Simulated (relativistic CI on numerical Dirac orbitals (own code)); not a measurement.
What each ingredient does to the levels of Mo¹⁴⁺

Base calculation: Dirac-Coulomb-Breit CI, KLI orbitals optimised for each configuration, model QED, unscaled Slater integrals.

CI space (outside the closed core [Ne]): 3s²3p⁶3d¹⁰, 3s²3p⁶3d⁹4s, 3s²3p⁶3d⁹4p, 3s²3p⁶3d⁹4d, 3s²3p⁶3d⁸4s², 3s²3p⁶3d⁸4s4p, 3s²3p⁶3d⁹4f, 3s²3p⁶3d⁹5s, 3s²3p⁶3d⁸4p², 3s²3p⁵3d¹⁰4s, 3s²3p⁶3d⁹5p, 3s²3p⁶3d⁸4s4d, 3s²3p⁶3d⁹5d, 3s²3p⁵3d¹⁰4p, 3s²3p⁶3d⁸4p4d, 3s²3p⁶3d⁹5f, 3s²3p⁶3d⁹5g, 3s²3p⁶3d⁹6s, 3s²3p⁵3d⁹4s², 3s²3p⁶3d⁹6p, 3s²3p⁶3d⁸4d², 3s²3p⁶3d⁹6d, 3s²3p⁵3d¹⁰4d, 3s²3p⁵3d⁹4s4p, 3s3p⁶3d¹⁰4s, 3s²3p⁵3d⁹4p², 3s²3p⁵3d⁹4s4d, 3s3p⁶3d¹⁰4p, 3s²3p⁵3d¹⁰4f, 3s3p⁶3d⁹4s², 3s²3p⁵3d¹⁰5s, 3s²3p⁵3d⁹4p4d, 3s3p⁶3d⁹4s4p, 3s²3p⁵3d¹⁰5p, 3s3p⁶3d¹⁰4d, 3s²3p⁴3d¹⁰4s². Levels of other configurations are missing.

Variants: (1) P86 correlation estimate; (2) QED terms removed. Shifts of the energy above 3s²3p⁶3d¹⁰ ¹S0, in cm⁻¹, for the lowest level and the first level of each name with at least 55 % of one term (blank where a level changes its place among those of its configuration and J or its character, or is not in the variant):

| Level | Base | Δ(1) | Δ(2) |
| --- | --- | --- | --- |
| 3s²3p⁶3d¹⁰ ¹S0 | 0 | 0 | 0 |
| 3s²3p⁶3d⁹4s ³D3 | 1695740 | +12388 | -962 |
| 3s²3p⁶3d⁹4s ³D2 | 1700862 | +12388 | -967 |
| 3s²3p⁶3d⁹4s ³D1 | 1722495 | +12388 | -1049 |
| 3s²3p⁶3d⁹4s ¹D2 | 1727437 | +12388 | -1048 |
| 3s²3p⁶3d⁹4p ³P°2 | 1932417 | +13022 | -136 |
| 3s²3p⁶3d⁹4p ³F°2 | 1962575 | +13022 | -211 |
| 3s²3p⁶3d⁹4p ³P°1 | 1962953 | +13022 | -218 |
| 3s²3p⁶3d⁹4p ³F°4 | 1968295 | +13022 | -196 |
| 3s²3p⁶3d⁹4p ¹D°2 | 1979278 | +13022 | -192 |
| 3s²3p⁶3d⁹4p ³P°0 | 1983575 | +13022 | -283 |
| 3s²3p⁶3d⁹4p ¹P°1 | 1983758 | +13023 | -208 |
| 3s²3p⁶3d⁹4p ³D°3 | 1983930 | +13022 | -196 |
| 3s²3p⁶3d⁹4p ³D°1 | 2004356 | +13022 | -269 |

At this charge energies of transitions that change n are usually good to better than 1 %, and those within a shell (Δn = 0) to a few per cent.

Ionisation energy from the two ground configurations alone: base 541.566 eV; P86 correlation estimate 543.444 eV. The NIST ASD value (semi-empirical) is 544 eV.

LS names give the leading component of a level, which can be under half, so a name can repeat, a term be missing and a line seem to break the LS rules.
